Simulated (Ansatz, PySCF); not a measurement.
C4H10N, SMILES [CH2]CNCC, multiplicity 2. Atoms are numbered in the order given.

```xyz
15

C     -2.1559     0.3859     0.4172
C     -1.2889    -0.7165    -0.0840
N      0.0066    -0.3280    -0.6008
C      0.9645     0.1115     0.3885
C      2.2850     0.4817    -0.2581
H     -1.7217     1.3175     0.7904
H     -3.2319     0.2387     0.5429
H     -1.8307    -1.2793    -0.8677
H     -1.1135    -1.4672     0.7163
H     -0.1098     0.3882    -1.3157
H      1.1212    -0.7216     1.0972
H      0.6091     0.9660     1.0080
H      3.0333     0.7642     0.4970
H      2.1656     1.3385    -0.9419
H      2.6757    -0.3631    -0.8447
```
Charge 0, spin multiplicity 2.

Coordinates come from a PBE0-D3(BJ)/def2-SVP optimisation. The isomer is the one that the SMILES or the coordinates give; other isomers of the formula were not compared. One conformer was computed; it need not be the lowest.

Two levels are set side by side: PBE-D3(BJ)/def2-SVP (Ansatz, a first-principles code) and PBE0-D3(BJ)/def2-SVP (Ansatz). Each level has its own optimised geometry; the coordinates shown are those of the second. Frequencies come from the Hessian of PySCF at each geometry. Differences are taken from unrounded values.

| quantity | PBE0-D3(BJ) |
|---|---|
| mean bond length (Å) | 1.203 |
| bond C1–C2 (Å) | 1.489 |
| bond C2–N3 (Å) | 1.448 |
| bond N3–C4 (Å) | 1.446 |
| bond C4–C5 (Å) | 1.516 |
| bond C1–H6 (Å) | 1.094 |
| bond C1–H7 (Å) | 1.093 |
| bond C2–H8 (Å) | 1.107 |
| bond C2–H9 (Å) | 1.111 |
| bond N3–H10 (Å) | 1.019 |
| bond C4–H11 (Å) | 1.105 |
| bond C4–H12 (Å) | 1.114 |
| bond C5–H13 (Å) | 1.100 |
| bond C5–H14 (Å) | 1.103 |
| bond C5–H15 (Å) | 1.100 |
| highest harmonic wavenumber (cm⁻¹) | 3554 |
| mean harmonic wavenumber (cm⁻¹) | 1514 |
| zero-point energy (kcal/mol) | 84.41 |

Question: What does PBE-D3(BJ) give, and how far is it from PBE0-D3(BJ)? (The exact figures need the calculation; the answer reports its results.)

Answer: 
```csv
quantity,PBE-D3(BJ),PBE-D3(BJ) minus PBE0-D3(BJ)
mean bond length (Å),1.212,0.009
bond C1–C2 (Å),1.492,0.002
bond C2–N3 (Å),1.467,0.019
bond N3–C4 (Å),1.457,0.011
bond C4–C5 (Å),1.525,0.009
bond C1–H6 (Å),1.102,0.008
bond C1–H7 (Å),1.101,0.008
bond C2–H8 (Å),1.114,0.007
bond C2–H9 (Å),1.120,0.009
bond N3–H10 (Å),1.029,0.011
bond C4–H11 (Å),1.114,0.009
bond C4–H12 (Å),1.123,0.010
bond C5–H13 (Å),1.108,0.008
bond C5–H14 (Å),1.111,0.008
bond C5–H15 (Å),1.108,0.008
highest harmonic wavenumber (cm⁻¹),3410,-145
mean harmonic wavenumber (cm⁻¹),1464,-49
zero-point energy (kcal/mol),81.65,-2.76
```

Exact exchange shortens and stiffens bonds; PBE has none. Differences between two approximate levels are no errors against the true value.
